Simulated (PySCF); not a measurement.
Stepwise substitution at one centre (Si Br-OCH3). Isolated molecules, 0 K electronic values unless said otherwise. One relaxed conformer stands for each flexible species; it need not be the lowest. Strings in code marks are SMILES.

The S1 excitation (TDA) from two functionals at the same geometries (B3LYP-D3(BJ)/def2-SVP), both in PySCF: PBE-D3(BJ)/def2-TZVP and B3LYP-D3(BJ)/def2-TZVP. B3LYP has the VWN-RPA correlation part, as in Gaussian. Excitations are Tamm–Dancoff values on a coarser integration grid. The basis has no diffuse functions, so Rydberg states are missing or too high.

```
species                                                                                           B3LYP-D3(BJ)/def2-TZVP (eV)
------------------------------------------------------------------------------------------------  ---------------------------
0 of 4 Br replaced by OCH3                                                                                               5.27
1 of 4 Br replaced by OCH3                                                                                               5.74
2 of 4 Br replaced by OCH3 (`CO[Si](Br)(Br)OC` (C–O–Si–Br torsion -59°, Br–Si–O–C torsion -57°))                         6.49
4 of 4 Br replaced by OCH3 (`O([Si](OC)(OC)OC)C`)                                                                        7.58
```

Question: What does PBE-D3(BJ)/def2-TZVP give for each?

Answer: 
- 0 of 4 Br replaced by OCH3: 4.77
- 1 of 4 Br replaced by OCH3: 5.24
- 2 of 4 Br replaced by OCH3 (`CO[Si](Br)(Br)OC` (C–O–Si–Br torsion -59°, Br–Si–O–C torsion -57°)): 5.91
- 4 of 4 Br replaced by OCH3 (`O([Si](OC)(OC)OC)C`): 6.67
Over these rows, drawn at random from the members with no instability flagged (it was tested for open shells, ions and some series alone), PBE minus B3LYP-D3(BJ): mean -0.62 eV, from -0.91 eV to -0.50 eV.
